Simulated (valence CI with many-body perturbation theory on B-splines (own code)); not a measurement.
## Missing levels of Hg LVIII

Computed by relativistic CI+MBPT: five valence electrons over a frozen Dirac-Fock core [Ar], radial functions for each j: 7 s, 7 p, 8 d, 6 f, 4 g, 1 h, with the one-electron correlation potential Σ1, the two-electron term Σ2, the three-electron term Σ3, Breit, model QED; selected CI, second order for the rest, scaled by the run's own slope (own B-spline code, finite nucleus).

No measured spectrum was set against this ion. As an estimate, large intervals hold to a few tenths of a per cent, small ones and those within an open d or f shell to about a per cent. Excitations out of the core, of the other parity, are not computed and may begin above about 277 eV (a cautious bound); beyond it only levels of the ground parity were kept, without lifetimes. Only levels of the ground parity were solved; by the run's estimate the other parity begins above the list, which can be wrong where configurations are misplaced.

| Level | E (eV) |
| --- | --- |
| (3d3/2^4 3d5/2) J=5/2 | 0.00 |
| (3d3/2^3 3d5/2^2) J=5/2 [a] | 89.10 |
| (3d3/2^3 3d5/2^2) J=7/2 [a] | 101.54 |
| (3d3/2^3 3d5/2^2) J=11/2 | ? |
| (3d3/2^3 3d5/2^2) J=3/2 [a] | 103.93 |
| (3d3/2^3 3d5/2^2) J=9/2 | 109.23 |
| (3d3/2^3 3d5/2^2) J=5/2 [b] | ? |
| (3d3/2^3 3d5/2^2) J=7/2 [b] | ? |
| (3d3/2^3 3d5/2^2) J=1/2 | 118.72 |
| (3d3/2^3 3d5/2^2) J=3/2 [b] | 138.78 |
| (3d3/2^2 3d5/2^3) J=5/2 [a] | 189.34 |
| (3d3/2^2 3d5/2^3) J=7/2 [a] | 199.14 |
| (3d3/2^2 3d5/2^3) J=11/2 | 199.18 |
| (3d3/2^2 3d5/2^3) J=9/2 [a] | 201.53 |
| (3d3/2^2 3d5/2^3) J=13/2 | 204.47 |
| (3d3/2^2 3d5/2^3) J=1/2 [a] | 207.67 |
| (3d3/2^2 3d5/2^3) J=3/2 [a] | 208.89 |
| (3d3/2^2 3d5/2^3) J=5/2 [b] | ? |
| (3d3/2^2 3d5/2^3) J=9/2 [b] | ? |
| (3d3/2^2 3d5/2^3) J=7/2 [b] | ? |

Levels are named by their leading jj configuration (3d3/2^4 stands for four electrons in 3d with j = 3/2), which in mixed levels can hold well under half, so a name can repeat and another be missing. Letters in brackets count levels of one name in rising energy.

(1) The levels stand in rising order. What does the calculation give for the missing energies?

## Answers

(1) (3d3/2^3 3d5/2^2) J=11/2 102.60; (3d3/2^3 3d5/2^2) J=5/2 [b] 113.76; (3d3/2^3 3d5/2^2) J=7/2 [b] 118.44; (3d3/2^2 3d5/2^3) J=5/2 [b] 209.82; (3d3/2^2 3d5/2^3) J=9/2 [b] 215.50; (3d3/2^2 3d5/2^3) J=7/2 [b] 218.16.
